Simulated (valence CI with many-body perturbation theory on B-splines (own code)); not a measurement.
Eu23+: M1 decay

Computed by relativistic CI+MBPT: four valence electrons over a frozen Dirac-Fock core [Kr], a basis of 9 s, 9 p, 10 d, 8 f, 5 g, 3 h, 1 i functions for each j, with the one-electron correlation potential Σ1, the two-electron term Σ2, the three-electron term Σ3, Breit, model QED; selected CI, second order for the rest (own B-spline code, finite nucleus).

No measured levels were compared; by estimate terms of the open shell hold to 2 to 4 % of their energy, and close levels can change places. Only levels of the ground parity were solved; by the run's estimate the other parity begins above the list, which can be wrong where configurations are misplaced.

Lines 51 to 100 of 120 in falling wavelength, among levels below 43.965 eV, chosen from the decays that carry over 1 % of a level's rate. Wavelengths and rates use the calculated energies, so an error of 3000 cm⁻¹ moves a line at 167.7 nm by 5 % and its rate by three times that or more. S is in atomic units (e²a₀⁴ for E2 and M2, e²a₀⁶ for E3), for M1 in squared Bohr magnetons. Weak lines are less certain than strong ones. Lines between different terms over intervals too small for the method are left out, as are lines whose strength nearly cancels. The highest levels of a list are the least certain.

Levels are named by their leading jj configuration (3d3/2^4 stands for four electrons in 3d with j = 3/2), which in mixed levels can hold well under half, so a name can repeat and another be missing. Letters in brackets count levels of one name in rising energy.

```
λ vac (nm)                      Upper                      Lower  Type   A (s⁻¹)  S (a.u.)
     167.7  (4d3/2^2 4d5/2^2) J=0 [b]    (4d3/2 4d5/2^3) J=1 [a]    M1  6.22e+02  1.09e-01
     166.4        (4d3/2 4d5/2^3) J=5      (4d3/2^2 4d5/2^2) J=5    M1  1.01e+03  1.89e+00
     165.3  (4d3/2^2 4d5/2^2) J=0 [a]        (4d3/2^3 4d5/2) J=1    M1  8.20e+03  1.37e+00
     155.8        (4d3/2 4d5/2^3) J=6      (4d3/2^2 4d5/2^2) J=5    M1  1.74e+03  3.18e+00
     154.1      (4d3/2^2 4d5/2^2) J=1        (4d3/2^3 4d5/2) J=2    M1  3.79e+03  1.54e+00
     153.9  (4d3/2^2 4d5/2^2) J=4 [c]      (4d3/2^2 4d5/2^2) J=5    M1  1.55e+02  1.88e-01
     152.0    (4d3/2 4d5/2^3) J=2 [a]  (4d3/2^2 4d5/2^2) J=3 [b]    M1  1.21e+03  7.89e-01
     151.6    (4d3/2 4d5/2^3) J=3 [b]  (4d3/2^2 4d5/2^2) J=3 [b]    M1  1.69e+03  1.53e+00
     151.3    (4d3/2 4d5/2^3) J=2 [a]  (4d3/2^2 4d5/2^2) J=2 [b]    M1  6.27e+02  4.02e-01
     150.9    (4d3/2 4d5/2^3) J=3 [b]  (4d3/2^2 4d5/2^2) J=2 [b]    M1  8.99e+02  8.02e-01
     150.7  (4d3/2^2 4d5/2^2) J=4 [b]        (4d3/2^3 4d5/2) J=3    M1  3.03e+02  3.45e-01
     147.0  (4d3/2^2 4d5/2^2) J=2 [d]      (4d3/2^2 4d5/2^2) J=1    M1  1.22e+02  7.20e-02
     146.2  (4d3/2^2 4d5/2^2) J=4 [b]        (4d3/2^3 4d5/2) J=4    M1  2.83e+01  2.95e-02
     145.4    (4d3/2 4d5/2^3) J=4 [b]    (4d3/2 4d5/2^3) J=3 [a]    M1  9.38e+02  9.62e-01
     145.3    (4d3/2 4d5/2^3) J=3 [b]  (4d3/2^2 4d5/2^2) J=4 [b]    M1  6.56e+02  5.22e-01
     145.1  (4d3/2^2 4d5/2^2) J=2 [b]        (4d3/2^3 4d5/2) J=3    M1  1.65e+01  9.34e-03
     144.8    (4d3/2 4d5/2^3) J=3 [c]  (4d3/2^2 4d5/2^2) J=2 [c]    M1  9.61e+02  7.58e-01
     144.5  (4d3/2^2 4d5/2^2) J=3 [b]        (4d3/2^3 4d5/2) J=3    M1  1.46e+02  1.14e-01
     142.7    (4d3/2 4d5/2^3) J=1 [a]  (4d3/2^2 4d5/2^2) J=2 [a]    M1  2.91e+03  9.39e-01
     142.7    (4d3/2 4d5/2^3) J=1 [b]  (4d3/2^2 4d5/2^2) J=2 [c]    M1  1.43e+03  4.61e-01
     140.3  (4d3/2^2 4d5/2^2) J=3 [b]        (4d3/2^3 4d5/2) J=4    M1  1.74e+03  1.25e+00
     138.0  (4d3/2^2 4d5/2^2) J=2 [a]        (4d3/2^3 4d5/2) J=1    M1  3.13e+03  1.52e+00
     134.7  (4d3/2^2 4d5/2^2) J=4 [c]  (4d3/2^2 4d5/2^2) J=3 [a]    M1  1.10e+03  9.00e-01
     133.4        (4d3/2 4d5/2^3) J=0      (4d3/2^2 4d5/2^2) J=1    M1  5.33e+03  4.68e-01
     131.0        (4d3/2 4d5/2^3) J=5  (4d3/2^2 4d5/2^2) J=4 [a]    M1  4.24e+02  3.88e-01
     130.4    (4d3/2 4d5/2^3) J=3 [c]    (4d3/2 4d5/2^3) J=4 [a]    M1  6.94e+02  3.99e-01
     125.8  (4d3/2^2 4d5/2^2) J=2 [b]        (4d3/2^3 4d5/2) J=2    M1  2.37e+02  8.76e-02
     125.4  (4d3/2^2 4d5/2^2) J=3 [b]        (4d3/2^3 4d5/2) J=2    M1  1.23e+02  6.28e-02
     124.0    (4d3/2 4d5/2^3) J=2 [a]      (4d3/2^2 4d5/2^2) J=1    M1  1.34e+03  4.73e-01
     123.9    (4d3/2 4d5/2^3) J=4 [b]    (4d3/2 4d5/2^3) J=4 [a]    M1  4.39e+03  2.78e+00
     123.1  (4d3/2^2 4d5/2^2) J=4 [c]  (4d3/2^2 4d5/2^2) J=4 [a]    M1  1.53e+03  9.53e-01
     122.7  (4d3/2^2 4d5/2^2) J=2 [d]  (4d3/2^2 4d5/2^2) J=2 [a]    M1  4.93e+01  1.69e-02
     122.1  (4d3/2^2 4d5/2^2) J=2 [d]  (4d3/2^2 4d5/2^2) J=3 [a]    M1  1.19e+02  4.02e-02
     121.9    (4d3/2 4d5/2^3) J=1 [a]  (4d3/2^2 4d5/2^2) J=0 [a]    M1  3.81e+03  7.67e-01
     113.9    (4d3/2 4d5/2^3) J=4 [a]        (4d3/2^3 4d5/2) J=3    M1  9.99e+02  4.92e-01
     106.1    (4d3/2 4d5/2^3) J=3 [b]  (4d3/2^2 4d5/2^2) J=2 [a]    M1  8.90e+01  2.76e-02
     105.8    (4d3/2 4d5/2^3) J=2 [a]  (4d3/2^2 4d5/2^2) J=3 [a]    M1  2.16e+03  4.75e-01
     105.6    (4d3/2 4d5/2^3) J=3 [b]  (4d3/2^2 4d5/2^2) J=3 [a]    M1  6.81e+02  2.08e-01
     104.8  (4d3/2^2 4d5/2^2) J=2 [c]        (4d3/2^3 4d5/2) J=3    M1  4.89e+03  1.04e+00
     103.5    (4d3/2 4d5/2^3) J=1 [b]  (4d3/2^2 4d5/2^2) J=2 [b]    M1  1.81e+02  2.23e-02
     101.9    (4d3/2 4d5/2^3) J=3 [c]  (4d3/2^2 4d5/2^2) J=4 [b]    M1  1.35e+02  3.70e-02
     100.7    (4d3/2 4d5/2^3) J=4 [b]  (4d3/2^2 4d5/2^2) J=3 [b]    M1  8.80e+02  3.00e-01
     100.3    (4d3/2 4d5/2^3) J=3 [a]        (4d3/2^3 4d5/2) J=3    M1  4.33e+02  1.13e-01
     99.53  (4d3/2^2 4d5/2^2) J=2 [b]        (4d3/2^3 4d5/2) J=1    M1  3.12e+02  5.70e-02
     98.42    (4d3/2 4d5/2^3) J=3 [b]  (4d3/2^2 4d5/2^2) J=4 [a]    M1  8.35e+02  2.07e-01
     94.37  (4d3/2^2 4d5/2^2) J=2 [c]        (4d3/2^3 4d5/2) J=2    M1  6.98e+02  1.09e-01
     90.69    (4d3/2 4d5/2^3) J=3 [a]        (4d3/2^3 4d5/2) J=2    M1  9.55e+02  1.85e-01
     89.96    (4d3/2 4d5/2^3) J=1 [b]      (4d3/2^2 4d5/2^2) J=1    M1  7.26e+02  5.88e-02
     89.31        (4d3/2 4d5/2^3) J=5        (4d3/2^3 4d5/2) J=4    M1  5.87e+01  1.70e-02
     87.11  (4d3/2^2 4d5/2^2) J=4 [c]        (4d3/2^3 4d5/2) J=3    M1  2.79e+02  6.15e-02
```
